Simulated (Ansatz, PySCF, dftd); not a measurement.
System: SiHCl₂, charge 0, doublet. SiHCl2 (SMILES Cl[SiH]Cl, doublet).
B3LYP-D3(BJ)/def2-TZVP minimum from Ansatz (a program for electronic structure):
```xyz
4

Cl    -0.0444    -1.6964     0.3495
Si    -0.5203     0.0665    -0.6084
Cl     0.4756     1.6440     0.2700
H     -0.0476    -0.0405    -2.0131
```
Charge 0, spin multiplicity 2.

Wanted: enthalpy of formation at 298 K (by atomisation, with ideal-gas terms from PySCF's Hessian at B3LYP-D3(BJ)/def2-TZVP and the atoms' measured values of the G2/97 table; no spin-orbit terms), in kcal/mol. UHF or UKS for unpaired electrons; spin-orbit terms are left out. Cores are frozen in correlated methods. Rows without X2C or -DK are non-relativistic. CBS(X,Y): correlation extrapolated as X^-3, Hartree-Fock from the larger set (Q,5: extrapolated as (X+1)exp(-9√X)). A bracket is a step between two methods taken in the basis named. Functionals run without relativity, which enters their misses. '+ core + X2C': CCSD(T) terms for core correlation (cc-pwCVTZ, 1s frozen past Ne) and scalar relativity (cc-pVTZ-DK). Where a partner has so few electrons that a lower coupled-cluster level is exact, that level stands in.

```csv
level,program,enthalpy of formation at 298 K (kcal/mol),difference against the last row
HF/aug-cc-pV(Q+d)Z,Ansatz,25.5,64.6
r2SCAN-D4/def2-TZVPD,Ansatz + dftd4,-44.4,-5.3
PBE0-D4/def2-TZVPD,Ansatz + dftd4,-39.7,-0.6
MP2/aug-cc-pV(Q+d)Z,Ansatz,-44.3,-5.2
CCSD/cc-pV(T+d)Z,Ansatz,-21.4,17.7
CCSD(T)/cc-pV(5+d)Z,Ansatz,-37.1,2.0
"CCSD(T)/CBS(cc-pV(T+d)Z,cc-pV(Q+d)Z) + core + X2C",Ansatz,-38.5,0.6
CCSDT(Q)/cc-pV(D+d)Z,Ansatz,-7.9,31.2
"CCSD(T)/CBS(cc-pV(Q+d)Z,cc-pV(5+d)Z) + [CCSDT(Q) - CCSD(T)]/cc-pV(D+d)Z + core + X2C",Ansatz,-39.1,0.0
```
